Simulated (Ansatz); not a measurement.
A nudged elastic band was laid between two geometries of ClFH$_{4}$W (7 atoms, charge 0, multiplicity 1).

Method: Ansatz, RHF/def2-SVP.

```
movable images  : 7
climbing image  : yes
spring          : 5.0 eV/Å²
optimiser       : quadratic models (default)
start path      : through a guess of the saddle point
force threshold : 0.05 eV/Å
iteration limit : 60
end points      : relaxed
```

Initial state:

```xyz
7
Properties=species:S:1:pos:R:3
W -0.094 0.493 0.218
H 0.222 -0.266 1.683
H 1.489 0.330 -0.373
Cl 0.345 2.740 0.427
F -1.801 -0.191 -0.113
H 0.411 -1.341 -0.110
H 0.197 -1.094 -0.833
```

Final state:

```xyz
7
Properties=species:S:1:pos:R:3
W -1.292 0.379 -0.381
H 3.016 -0.716 1.217
H 3.211 0.002 1.282
Cl -0.230 2.348 0.050
F -2.885 -0.337 -0.934
H -0.892 -0.550 0.950
H -0.159 -0.455 -1.284
```

Q: What changes between the two ends?

A: Bonds broken: W1–H2, W1–H3, H6–H7. Bonds formed: H2–H3. ClFH4W becomes ClFH2W + H2.

Q: Give the energies along the band, and the barrier.

A: It converged. The highest image is number 2 of 0 to 8, 0.49 eV above the first end and 0.72 eV above the last; the last end lies 0.22 eV below the first. The profile has 2 maxima (images 2, 4) with wells between them (image 3): this band takes more than one step, which may be the mechanism or a detour left from its start path. A vibrational analysis at the climbing image gives one clearly imaginary mode, 411i cm⁻¹: a first-order saddle point. The orbitals stay closed-shell, which can raise the energy where a bond breaks towards radicals; this wasn't checked here.

| image | path coordinate (Å) | energy (eV) | W1–H2 (Å) | W1–H3 (Å) | H6–H7 (Å) |
| --- | --- | --- | --- | --- | --- |
| 0 | 0.00 | 0.00 | 1.68 | 1.70 | 0.79 |
| 1 | 0.90 | 0.40 | 1.67 | 1.67 | 1.50 |
| 2 | 1.79 | 0.49 | 1.64 | 1.65 | 2.12 |
| 3 | 2.63 | 0.12 | 1.84 | 1.86 | 2.43 |
| 4 | 3.47 | 0.14 | 2.55 | 2.52 | 2.35 |
| 5 | 4.31 | -0.10 | 3.29 | 3.23 | 2.30 |
| 6 | 5.15 | -0.21 | 3.97 | 3.87 | 2.34 |
| 7 | 5.99 | -0.22 | 4.23 | 4.35 | 2.35 |
| 8 | 6.83 | -0.22 | 4.72 | 4.82 | 2.35 |

Q: What is the geometry of the highest image?

A: 
```xyz
7
Properties=species:S:1:pos:R:3
W -0.224 0.270 0.014
H 0.605 0.023 1.412
H 1.383 -0.108 0.059
Cl 0.311 2.510 0.265
F -1.955 -0.474 0.156
H 0.169 -1.299 0.408
H 0.480 -0.253 -1.413
```

The run took 3.3 min on 1 thread of Intel(R) Xeon(R) Platinum 8488C (Sapphire Rapids), with other jobs on the host, peak memory 0.18 GiB.
